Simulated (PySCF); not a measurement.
BFH4O3Si, SMILES OB(O)O[SiH2]F.

The structure is a stationary point at PBE-D3(BJ)/def2-SVP. This is a generated structure with no PubChem entry under its InChIKey; it may be hypothetical. Other conformers were not sampled.

Computed with PBE-D3(BJ)/def2-SVP in PySCF 2.14.0.

Frequencies are harmonic and unscaled.

Computed harmonic wavenumbers and intensities:
| mode | ν (cm⁻¹) | IR (km/mol) | moving atoms (share of kinetic energy) |
|---|---|---|---|
| 1 | 41 | 1.6 | O 43 %, F 34 %, H 13 %, Si 9 % |
| 2 | 53 | 1.3 | O 63 %, F 32 % |
| 3 | 116 | 0.6 | O 51 %, Si 23 %, H 23 % |
| 4 | 292 | 12.0 | O 43 %, F 37 %, Si 13 % |
| 5 | 384 | 2.2 | O 53 %, Si 23 %, H 17 % |
| 6 | 426 | 6.1 | H 82 %, O 17 % |
| 7 | 453 | 16.8 | O 68 %, H 23 %, B 9 % |
| 8 | 523 | 141.4 | H 92 % |
| 9 | 647 | 69.5 | B 67 %, O 18 %, H 12 % |
| 10 | 657 | 85.6 | H 47 %, O 20 %, Si 18 %, B 13 % |
| 11 | 708 | 75.4 | H 43 %, O 32 %, Si 14 % |
| 12 | 737 | 25.9 | H 71 %, O 21 % |
| 13 | 851 | 14.9 | F 48 %, H 33 %, Si 16 % |
| 14 | 923 | 183.1 | H 86 % |
| 15 | 944 | 161.4 | H 64 %, Si 17 %, O 12 % |
| 16 | 961 | 182.0 | H 61 %, O 25 %, Si 10 % |
| 17 | 973 | 236.5 | H 73 %, O 25 % |
| 18 | 1072 | 59.3 | O 63 %, H 24 %, Si 13 % |
| 19 | 1359 | 740.3 | B 66 %, O 28 % |
| 20 | 1470 | 299.2 | B 74 %, O 20 % |
| 21 | 2161 | 129.3 | H 97 % |
| 22 | 2239 | 103.2 | H 96 % |
| 23 | 3764 | 61.7 | H 94 % |
| 24 | 3771 | 70.5 | H 94 % |
